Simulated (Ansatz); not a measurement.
`CC(=O)[O][SnH2][O]C(C)=O` at its PBE0-D4/def2-TZVP geometry, where that method's forces vanish. Total charge 0; spin multiplicity 1. Sn takes the def2 core potential.

```tsv
atom	x (Å)	y (Å)	z (Å)
C1	-2.8905	-1.4913	-0.1756
C2	-1.5689	-0.9822	-0.6387
O3	-1.2696	0.2299	-0.5955
O4	-0.7030	-1.8118	-1.0825
Sn5	0.7826	-0.3185	-1.4611
O6	1.5898	1.4523	-0.5687
C7	1.5780	0.9796	0.6189
C8	2.0503	1.8329	1.7454
O9	1.1560	-0.1830	0.7963
H10	-2.7382	-2.0412	0.7563
H11	-3.2959	-2.1916	-0.9061
H12	-3.5803	-0.6691	-0.0026
H13	0.2928	0.3661	-2.9456
H14	2.1341	-1.3535	-1.5825
H15	2.1680	1.2433	2.6510
H16	2.9865	2.3213	1.4751
H17	1.3085	2.6168	1.9159
```

Question: For each bond, give half the difference of the two atoms' forces along it (eV/Å; positive pushes the atoms apart) under PBE-D4, r2SCAN-D4, B3LYP-D4, ωB97M-V in def2-TZVPP. (Best estimate.)

Answer: Ansatz gave: 
| bond | length (Å) | PBE-D4 | r2SCAN-D4 | B3LYP-D4 | ωB97M-V |
| --- | --- | --- | --- | --- | --- |
| C1–H10 | 1.093 | 0.10 | -0.02 | -0.06 | -0.09 |
| C1–H11 | 1.090 | 0.10 | -0.03 | -0.06 | -0.09 |
| C1–H12 | 1.087 | 0.10 | -0.04 | -0.06 | -0.08 |
| C2–O3 | 1.249 | 0.76 | 0.35 | 0.21 | 0.12 |
| C2–O4 | 1.279 | 0.58 | 0.27 | 0.21 | 0.16 |
| Sn5–O9 | 2.292 | 0.36 | 0.08 | 0.24 | 0.02 |
| Sn5–H13 | 1.707 | 0.00 | -0.01 | -0.09 | -0.10 |
| O6–C7 | 1.278 | 0.59 | 0.28 | 0.21 | 0.16 |
| C7–O9 | 1.249 | 0.76 | 0.34 | 0.21 | 0.12 |
| C8–H15 | 1.087 | 0.10 | -0.04 | -0.06 | -0.08 |
| C8–H16 | 1.090 | 0.10 | -0.03 | -0.06 | -0.09 |
| C8–H17 | 1.093 | 0.11 | -0.02 | -0.06 | -0.09 |

B3LYP here is the variant with VWN-RPA as its local correlation; programs differ in this.
